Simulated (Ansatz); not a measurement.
Consider the ligand exchange at the In–C bond: `O=[CH][InH2]` + `[SiH3]N[SiH3]` → `[SiH3][N]([SiH3])[InH2]` + `C=O`.

Computed with Ansatz on PBE0-D4/def2-TZVP structures; ΔE is electronic, products minus reactants. CCSD(T)/CBS is the MP2 limit (def2-TZVPP, def2-QZVPP) plus CCSD(T) − MP2 in def2-TZVPP, frozen cores. This one scheme is used for every species. Functionals use def2-TZVPP. B3LYP here is the variant with VWN-RPA as its local correlation; programs differ in this. HSE06 is defined as in plane-wave codes. Elements past krypton have def2 core potentials. For In outer-core shells are correlated without core-valence functions, which leaves a few kJ/mol of doubt a bond.

Task: Is it downhill or uphill in electronic energy at CCSD(T)/CBS, and by how much? (Best estimate.)

Result: The calculation gave: Downhill: ΔE = -19.2 kcal/mol.

Task: What do these levels give: PBE0-D4, B3LYP-D4, HSE06-D4, CAM-B3LYP-D4, ωB97M-V, B2PLYP, BLYP, PBE0, CAM-B3LYP, HF/def2-TZVPP, CCSD/def2-TZVPP, CCSD/CBS(def2)? (Estimate.)

Result: Ansatz gave: PBE0-D4 -15.0, B3LYP-D4 -15.0, HSE06-D4 -14.9, CAM-B3LYP-D4 -15.0, ωB97M-V -15.6, B2PLYP -15.6, BLYP -11.0, PBE0 -13.5, CAM-B3LYP -13.5, HF/def2-TZVPP -14.6, CCSD/def2-TZVPP -17.5, CCSD/CBS(def2) -18.6 kcal/mol.

Largest T1 diagnostic among the species: 0.017.

Leaving LDA and LC-ωPBE aside and taking each functional with its dispersion term where it has one, the values, not all of them listed here, spread over 3.2 kcal/mol, from PBE-QIDH to PBE-D4. LDA lies −1.5 kcal/mol from PBE without D4. In def2-TZVPP, CCSD(T) changes the Hartree–Fock value by −3.5 kcal/mol (the triples alone add −0.6 kcal/mol) and MP2 by −5.4 kcal/mol.
